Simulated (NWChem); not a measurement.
Program: NWChem. System: C₂H₆Be, charge 0, spin multiplicity 1, at a geometry optimised with PBE0/def2-SVP. The structure started from a generated list of species. Level: B3LYP/def2-TZVP, VWN1-RPA local correlation.

The NWChem input:

```
start mol
memory heap 200 mb stack 900 mb global 1100 mb
geometry units angstroms nocenter noautoz
  Be     0.000000     0.000000     0.000186
  C      1.054122     1.308887    -0.000006
  H      1.102628     1.808302     0.984394
  H      0.760175     2.083586    -0.730934
  H      2.088289     1.014081    -0.253799
  C     -1.054122    -1.308887    -0.000006
  H     -1.102628    -1.808302     0.984394
  H     -0.760175    -2.083586    -0.730934
  H     -2.088289    -1.014081    -0.253799
  symmetry group C2
end
basis spherical
  * library def2-tzvp
end
dft
  xc b3lyp
  semidirect memsize 60000000 filesize 0
  iterations 100
end
task dft energy
```

Output (cleaned and shortened):

```
             Northwest Computational Chemistry Package (NWChem) 7.3.0
             --------------------------------------------------------

                                NWChem Input Module
                                -------------------

 Scaling coordinates for geometry "geometry" by  1.889725989
 (inverse scale =  0.529177249)

 Turning off AUTOSYM since
 SYMMETRY directive was detected!

                             Geometry "geometry" -> ""
                             -------------------------

 Output coordinates in angstroms (scale by  1.889725989 to convert to a.u.)

  No.       Tag          Charge          X              Y              Z
 ---- ---------------- ---------- -------------- -------------- --------------
    1 Be                   4.0000     0.00000000     0.00000000     0.00018600
    2 C                    6.0000     1.05412200     1.30888700    -0.00000600
    3 H                    1.0000     1.10262800     1.80830200     0.98439400
    4 H                    1.0000     0.76017500     2.08358600    -0.73093400
    5 H                    1.0000     2.08828900     1.01408100    -0.25379900
    6 C                    6.0000    -1.05412200    -1.30888700    -0.00000600
    7 H                    1.0000    -1.10262800    -1.80830200     0.98439400
    8 H                    1.0000    -0.76017500    -2.08358600    -0.73093400
    9 H                    1.0000    -2.08828900    -1.01408100    -0.25379900

 Effective nuclear repulsion energy (a.u.)      51.1940477360

            Nuclear Dipole moment (a.u.)
            ----------------------------
        X                 Y               Z
 ---------------- ---------------- ----------------
    -0.0000000000    -0.0000000000    -0.0000113384

      Symmetry information
      --------------------

 Group name             C2
 Group number              4
 Group order               2
 No. of unique centers     5

      Symmetry unique atoms

     1    2    3    4    5


 Summary of "ao basis" -> "" (spherical)
 ------------------------------------------------------------------------------
       Tag                 Description            Shells   Functions and Types
 ---------------- ------------------------------  ------  ---------------------
 *                         def2-tzvp                  on all atoms

                                 NWChem DFT Module
                                 -----------------

 Summary of "ao basis" -> "ao basis" (spherical)
 ------------------------------------------------------------------------------
       Tag                 Description            Shells   Functions and Types
 ---------------- ------------------------------  ------  ---------------------
 Be                        def2-tzvp                 9       19   5s3p1d
 C                         def2-tzvp                11       31   5s3p2d1f
 H                         def2-tzvp                 4        6   3s1p

 Summary of "ao basis" -> "ao basis" (spherical)
 ------------------------------------------------------------------------------
       Tag                 Description            Shells   Functions and Types
 ---------------- ------------------------------  ------  ---------------------
 Be                        def2-tzvp                 9       19   5s3p1d
 C                         def2-tzvp                11       31   5s3p2d1f
 H                         def2-tzvp                 4        6   3s1p

      Symmetry analysis of basis
      --------------------------

        a          60
        b          57

            General Information
            -------------------
          SCF calculation type: DFT
          Wavefunction type:  closed shell.
          No. of atoms     :     9
          No. of electrons :    22
           Alpha electrons :    11
            Beta electrons :    11
          Charge           :     0
          Spin multiplicity:     1
          Use of symmetry is: on ; symmetry adaption is: on
          Maximum number of iterations: 100
          AO basis - number of functions:   117
                     number of shells:    55
          Convergence on energy requested:  1.00D-06
          Convergence on density requested:  1.00D-05
          Convergence on gradient requested:  5.00D-04

              XC Information
              --------------
                         B3LYP Method XC Potential
                     Hartree-Fock (Exact) Exchange  0.200
                        Slater Exchange Functional  0.800 local
                    Becke 1988 Exchange Functional  0.720 non-local
              Lee-Yang-Parr Correlation Functional  0.810
                  VWN I RPA Correlation Functional  0.190 local

             Grid Information
             ----------------
          Grid used for XC integration:  medium
          Radial quadrature: Mura-Knowles
          Angular quadrature: Lebedev.
          Tag              B.-S. Rad. Rad. Pts. Rad. Cut. Ang. Pts.
          ---              ---------- --------- --------- ---------
          Be                  1.05       49           9.0       434
          C                   0.70       49          11.0       434
          H                   0.35       45          12.0       434
          Grid pruning is: on
          Number of quadrature shells:   233
          Spatial weights used:  Erf1

          Convergence Information
          -----------------------
          Convergence aids based upon iterative change in
          total energy or number of iterations.
          Levelshifting, if invoked, occurs when the
          HOMO/LUMO gap drops below (HL_TOL):  1.00D-02
          DIIS, if invoked, will attempt to extrapolate
          using up to (NFOCK): 10 stored Fock matrices.

                    Damping( 0%)  Levelshifting(0.5)       DIIS
                  --------------- ------------------- ---------------
          dE  on:    start            ASAP                start
          dE off:    2 iters        100 iters           100 iters

      Screening Tolerance Information
      -------------------------------
          Density screening/tol_rho:  1.00D-10
          AO Gaussian exp screening on grid/accAOfunc:  14
          CD Gaussian exp screening on grid/accCDfunc:  20
          XC Gaussian exp screening on grid/accXCfunc:  20
          Schwarz screening/accCoul:  1.00D-08

      Superposition of Atomic Density Guess
      -------------------------------------

 Sum of atomic energies:         -92.91409148

      Non-variational initial energy
      ------------------------------

 Total energy =     -94.409813
 1-e energy   =    -223.290138
 2-e energy   =      77.686278
 HOMO         =      -0.421079
 LUMO         =      -0.354200

      Symmetry analysis of molecular orbitals - initial
      -------------------------------------------------

  Numbering of irreducible representations:

     1 a           2 b

  Orbital symmetries:

     1 a           2 b           3 a           4 a           5 b
     6 b           7 a           8 b           9 a          10 a
    11 a          12 b          13 a          14 b          15 b
    16 a          17 b          18 b          19 a          20 a
    21 a

------------------------------------------------------------
EAF file 0: "./mol.aoints.0" size=524288 bytes
------------------------------------------------------------
               write      read    awrite     aread      wait
               -----      ----    ------     -----      ----
     calls:        1         0         0         0         0
   data(b): 5.24e+05  0.00e+00  0.00e+00  0.00e+00
   time(s): 0.00e+00  0.00e+00  0.00e+00  0.00e+00  0.00e+00
rate(mb/s): 0.00e+00  0.00e+00
------------------------------------------------------------

 Grid integrated density:      22.000241858107
 Requested integration accuracy:   0.10E-05

   convergence    iter        energy       DeltaE   RMS-Dens  Diis-err    time
 ---------------- ----- ----------------- --------- --------- ---------  ------
 d= 0,ls=0.0,diis     1    -92.8417260859 -1.44D+02  5.04D+00  2.73D+00     1.1
 d= 0,ls=0.0,diis     2    -94.2539985272 -1.41D+00  7.96D-03  2.75D+00     1.4
 d= 0,ls=0.0,diis     3    -94.6142207118 -3.60D-01  2.88D-03  6.74D-02     1.7
 d= 0,ls=0.0,diis     4    -94.6213876952 -7.17D-03  6.07D-04  4.19D-03     1.9
 d= 0,ls=0.0,diis     5    -94.6220436228 -6.56D-04  1.21D-04  5.24D-04     2.2
  Resetting Diis
 d= 0,ls=0.0,diis     6    -94.6221249277 -8.13D-05  7.93D-06  1.22D-06     2.5
 d= 0,ls=0.0,diis     7    -94.6221251262 -1.98D-07  1.30D-06  1.06D-08     2.8

         Total DFT energy =      -94.622125126224
      One electron energy =     -226.880257466291
           Coulomb energy =       97.050602258617
    Exchange-Corr. energy =      -15.986517654573
 Nuclear repulsion energy =       51.194047736023

 Numeric. integr. density =       22.000001160758

     Total iterative time =      2.6s

                  Occupations of the irreducible representations
                  ----------------------------------------------

                     irrep           alpha         beta
                     --------     --------     --------
                     a                 6.0          6.0
                     b                 5.0          5.0

                       DFT Final Molecular Orbital Analysis
                       ------------------------------------

 Vector    9  Occ=2.000000D+00  E=-3.774611D-01  Symmetry=a
              MO Center=  7.9D-11, -6.4D-11, -1.7D-01, r^2= 4.8D+00
   Bfn.  Coefficient  Atom+Function         Bfn.  Coefficient  Atom+Function
  ----- ------------  ---------------      ----- ------------  ---------------
    25      0.176102  2 C  px                74     -0.176102  6 C  px
    64      0.174255  5 H  s                113      0.174255  9 H  s
    26     -0.141838  2 C  py                75      0.141838  6 C  py
    58     -0.124751  4 H  s                107     -0.124751  8 H  s
    28      0.123476  2 C  px                77     -0.123476  6 C  px

 Vector   10  Occ=2.000000D+00  E=-3.169703D-01  Symmetry=a
              MO Center= -9.7D-15, -1.3D-14,  6.4D-05, r^2= 3.1D+00
   Bfn.  Coefficient  Atom+Function         Bfn.  Coefficient  Atom+Function
  ----- ------------  ---------------      ----- ------------  ---------------
     3      0.253572  1 Be s                  4      0.234247  1 Be s
    26     -0.176294  2 C  py                75      0.176294  6 C  py
     2     -0.160646  1 Be s                 29     -0.143929  2 C  py
    78      0.143929  6 C  py                25     -0.141993  2 C  px
    74      0.141993  6 C  px                28     -0.115925  2 C  px

 Vector   11  Occ=2.000000D+00  E=-2.882245D-01  Symmetry=b
              MO Center=  1.2D-14,  1.5D-14,  4.3D-05, r^2= 3.2D+00
   Bfn.  Coefficient  Atom+Function         Bfn.  Coefficient  Atom+Function
  ----- ------------  ---------------      ----- ------------  ---------------
     7      0.335001  1 Be py                 6      0.269790  1 Be px
    26      0.202628  2 C  py                75      0.202628  6 C  py
    25      0.163197  2 C  px                74      0.163197  6 C  px
    29      0.145229  2 C  py                78      0.145229  6 C  py
    13     -0.125410  1 Be py                28      0.116969  2 C  px

 Vector   12  Occ=0.000000D+00  E=-6.783121D-03  Symmetry=a
              MO Center= -5.7D-14,  4.0D-14,  9.9D-04, r^2= 1.1D+01
   Bfn.  Coefficient  Atom+Function         Bfn.  Coefficient  Atom+Function
  ----- ------------  ---------------      ----- ------------  ---------------
     5      1.864539  1 Be s                  4     -1.635783  1 Be s
    15     -0.206959  1 Be d -2               3      0.157418  1 Be s
    32     -0.143975  2 C  py                81      0.143975  6 C  py
    22     -0.124816  2 C  s                 71     -0.124816  6 C  s
    17      0.122294  1 Be d  0              31     -0.115953  2 C  px

 Vector   13  Occ=0.000000D+00  E= 9.975975D-03  Symmetry=a
              MO Center= -9.6D-12,  7.7D-12, -3.2D-02, r^2= 3.9D+00
   Bfn.  Coefficient  Atom+Function         Bfn.  Coefficient  Atom+Function
  ----- ------------  ---------------      ----- ------------  ---------------
    14      0.811289  1 Be pz                 8     -0.455176  1 Be pz
    53     -0.268383  3 H  s                102     -0.268383  7 H  s
    59      0.187033  4 H  s                108      0.187033  8 H  s
    52     -0.088545  3 H  s                101     -0.088545  7 H  s
    65      0.080855  5 H  s                114      0.080855  9 H  s

 Vector   14  Occ=0.000000D+00  E= 9.980446D-03  Symmetry=b
              MO Center=  9.6D-12, -7.8D-12,  3.2D-02, r^2= 3.9D+00
   Bfn.  Coefficient  Atom+Function         Bfn.  Coefficient  Atom+Function
  ----- ------------  ---------------      ----- ------------  ---------------
    12      0.631903  1 Be px                13     -0.508883  1 Be py
     6     -0.354505  1 Be px                 7      0.285497  1 Be py
    65     -0.262945  5 H  s                114      0.262945  9 H  s
    59      0.201663  4 H  s                108     -0.201663  8 H  s
    64     -0.089384  5 H  s                113      0.089384  9 H  s

 center of mass
 --------------
 x =   0.00000000 y =  -0.00000000 z =   0.00004107

 moments of inertia (a.u.)
 ------------------
         220.302184716228        -159.246289468553           0.000000000000
        -159.246289468553         150.819051942880          -0.000000000000
           0.000000000000          -0.000000000000         348.552432035282

     Multipole analysis of the density
     ---------------------------------

     L   x y z        total         alpha         beta         nuclear
     -   - - -        -----         -----         ----         -------
     0   0 0 0     -0.000000    -11.000000    -11.000000     22.000000

     1   1 0 0      0.000000      0.000000      0.000000     -0.000000
     1   0 1 0     -0.000000     -0.000000     -0.000000     -0.000000
     1   0 0 1      0.000068      0.000040      0.000040     -0.000011

     2   2 0 0    -16.020417    -53.797126    -53.797126     91.573835
     2   1 1 0     -1.656816    -50.729847    -50.729847     99.802878
     2   1 0 1      0.000000      0.000000      0.000000      0.000000
     2   0 2 0    -16.743294    -75.931749    -75.931749    135.120204
     2   0 1 1     -0.000000     -0.000000     -0.000000     -0.000000
     2   0 0 2    -14.686024    -12.941406    -12.941406     11.196787

 Task  times  cpu:        2.8s     wall:        2.8s

 Total times  cpu:        2.8s     wall:        2.8s
```
